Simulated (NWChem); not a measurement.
Everything below was run with NWChem. System: FOS, charge 0, spin multiplicity 2, at a geometry optimised with UPBE0/def2-SVP. The structure started from a generated list of species. Its SCF solution wasn't tested for a lower state. Level: G0W0@UPBE/def2-TZVP, RI basis def2-tzvp-rifit.

The NWChem input:

```
start mol
memory heap 200 mb stack 700 mb global 1700 mb
geometry units angstroms nocenter noautoz
  O      0.485613    -1.233872     0.000000
  S     -0.460985    -0.106410     0.000000
  F      0.387872     1.285949     0.000000
  symmetry group Cs
end
basis spherical
  * library def2-tzvp
end
basis "ri basis" bse spherical
  * library def2-tzvp-rifit
end
dft
  xc xpbe96 cpbe96
  odft
  mult 2
  iterations 100
  direct
  tolerances tight
end
task dft energy
gw
  states alpha occ 4 vir 2
  states beta occ 4 vir 2
end
task dft gw
```

Output (cleaned and shortened):

```
             Northwest Computational Chemistry Package (NWChem) 7.3.0
             --------------------------------------------------------

                                NWChem Input Module
                                -------------------

 Scaling coordinates for geometry "geometry" by  1.889725989
 (inverse scale =  0.529177249)

 Turning off AUTOSYM since
 SYMMETRY directive was detected!

                             Geometry "geometry" -> ""
                             -------------------------

 Output coordinates in angstroms (scale by  1.889725989 to convert to a.u.)

  No.       Tag          Charge          X              Y              Z
 ---- ---------------- ---------- -------------- -------------- --------------
    1 O                    8.0000     0.48561300    -1.23387200     0.00000000
    2 S                   16.0000    -0.46098500    -0.10641000     0.00000000
    3 F                    9.0000     0.38787200     1.28594900     0.00000000

 Effective nuclear repulsion energy (a.u.)     107.8488516406

            Nuclear Dipole moment (a.u.)
            ----------------------------
        X                 Y               Z
 ---------------- ---------------- ----------------
    -0.0000151178     0.0000094486     0.0000000000

      Symmetry information
      --------------------

 Group name             Cs
 Group number              2
 Group order               2
 No. of unique centers     3

      Symmetry unique atoms

     1    2    3


 Summary of "ao basis" -> "" (spherical)
 ------------------------------------------------------------------------------
       Tag                 Description            Shells   Functions and Types
 ---------------- ------------------------------  ------  ---------------------
 *                         def2-tzvp                  on all atoms

 new library libraries.bse/

 Summary of "ri basis" -> "" (spherical)
 ------------------------------------------------------------------------------
       Tag                 Description            Shells   Functions and Types
 ---------------- ------------------------------  ------  ---------------------
[...]
     2   2 0 0    -16.282232    -20.895512    -19.101005     23.714284
     2   1 1 0      0.536333     -0.234246     -0.945078      1.715657
     2   1 0 1     -0.000000     -0.000000     -0.000000      0.000000
     2   0 2 0    -18.450937    -59.312777    -56.427071     97.288911
     2   0 1 1     -0.000000     -0.000000     -0.000000      0.000000
     2   0 0 2    -16.298869     -9.232603     -7.066266      0.000000

 Task  times  cpu:       13.2s     wall:       13.2s

                                NWChem Input Module
                                -------------------

                                 NWChem GW Module
                                 ----------------

                             ***********************
                             ***        GW       ***
                             ***********************

 Summary of "ri basis" -> "ri basis" (spherical)
 ------------------------------------------------------------------------------
       Tag                 Description            Shells   Functions and Types
 ---------------- ------------------------------  ------  ---------------------
 O                      def2-tzvp-rifit             22       76   8s6p4d3f1g
 S                      def2-tzvp-rifit             29      113   9s7p6d5f2g
 F                      def2-tzvp-rifit             22       76   8s6p4d3f1g

                 Memory Information
                 ------------------
          Available GA per process is          1699.9 MBs
          Available stack per process is        700.0 MBs
          Available heap per process is           0.0 MBs

          Peak memory in Initialization
              Peak GA per process is                  8.0 MBs
              Peak stack per process is               0.1 MBs
              Peak heap per process is                8.3 MBs
              Memory not in MA per process            0.0 MBs

          Peak memory in AFF Calculation
              Peak GA per process is                 69.3 MBs
              Peak stack per process is              56.5 MBs
              Peak heap per process is                0.0 MBs
              Memory not in MA per process           56.5 MBs

          Computing 2-center integrals
          Computing Inverse Cholesky factor
          Computing 3-center integrals
          Computing V_xc ...

          Computing Sigma_x
          Computing RPA polarizability
          Solving quasiparticle equations

                  Alpha Orbitals
          State     Energy (eV)     Error (eV)
          -----------------------------------
@GW        14        -13.420           0.000
@GW        15        -13.904           0.002
@GW        16        -12.439           0.003
@GW        17         -9.270           0.002
@GW        18          1.597           0.002
@GW        19          3.103           0.002

                   Beta Orbitals
          State     Energy (eV)     Error (eV)
          -----------------------------------
@GW        13        -14.895           0.004
@GW        14        -13.566           0.003
@GW        15        -13.102           0.004
@GW        16        -12.099           0.002
@GW        17         -0.918           0.002
@GW        18          1.971           0.004

   Applying  -3.5318 eV scissor-shift to rest of particle states

   Applying   3.7565 eV scissor-shift to rest of hole states

   Applying  -3.4844 eV scissor-shift to rest of particle states

   Applying   3.4920 eV scissor-shift to rest of hole states

     GW Timing Statistics
   ------------------------
   Init.   :          0.1s
     ERIs  :          0.9s
     Distr.:          0.0s
     Vxc   :          0.3s
   Sigma_x :          0.0s
   RPA     :          5.7s
   Wmn     :          0.1s
   Sigma_c :          0.1s
   GW total:          7.2s

 Task  times  cpu:        7.2s     wall:        7.2s

 Total times  cpu:       20.5s     wall:       20.5s
```
